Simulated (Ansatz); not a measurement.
Reaction (formal loss of a carbene): `C[Si](N)(O)F` → `[CH2]` (triplet) + `N[SiH](O)F`

Gas-phase electronic energies from Ansatz, PBE0-D4/def2-TZVP geometries. CBS: MP2 limit from def2 TZ/QZ plus the TZ coupled-cluster correction, frozen cores. This one scheme is used for every species. DFT in def2-TZVPP. HSE06 is defined as in plane-wave codes. Triplets are unrestricted, without spin–orbit coupling. One conformer a species, not always the lowest.

```
           level  ΔE (eV)
       revPBE-D4     4.98
         PBE0-D4     5.04
           HSE06     4.98
CCSD(T)/def2-SVP     4.77
```

(1) What does CCSD(T)/CBS give? (Best estimate.)

Largest T1 diagnostic among the species: 0.011.

Answers

(1) Computed: +5.04 eV. The listed levels differ from it by -0.06, 0.00, -0.06, -0.27 eV.

From r2SCAN to r2SCAN0 (25 % exact exchange), in def2-TZVPP and without D4, ΔE moves by −0.04 eV. At CCSD(T), def2-SVP lies −0.27 eV from the extrapolated value and def2-TZVPP −0.13 eV.
